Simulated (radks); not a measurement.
Spherical quantum dot in the effective-mass picture: electrons in a hard-walled sphere of radius 3.98, with a point charge +1 (a donor) at the centre, all in effective atomic units (hartree* = m*/eps^2 hartree, bohr* = eps/m* bohr), one dielectric constant everywhere. Calculated with a radial shooting solver with Libxc functionals: non-relativistic Kohn-Sham, LDA (Slater exchange, Perdew-Wang correlation), spin-polarised, spherical densities. Levels are named by radial order and angular momentum (1s, 1p, 1d, 2s, ...), and open shells are averaged over m. Results are scaled to m* = 0.048 and eps = 4.9, for which hartree* = 54.4 meV and bohr* = 5.402 nm.

N = 20, configuration 1s2 1p6 1d10 2s(up 1, down 0) 1f(up 1, down 0). This is the lowest configuration that the search found. Occupied and some empty levels:

level,occupation,eigenvalue (meV),<r> (nm)
1s up,1,344.06,13.54
1s down,1,345.59,13.85
1p up,3,354.76,14.84
1p down,3,355.73,14.87
1d up,5,370.78,15.42
1d down,5,371.67,15.43
2s up,1,384.71,8.260
2s down,0,391.76,8.431
1f up,1,392.31,15.86
1f down,0,393.19,15.86
1g up,0,418.99,16.22
1g down,0,419.88,16.22
2p up,0,430.28,10.82
2p down,0,433.10,10.98
2d up,0,469.07,12.12
2d down,0,470.66,12.19

Energy (meV): total 3829.70, kinetic 1101.4, external -451.74, Hartree 3614.2, exchange-correlation -434.14.
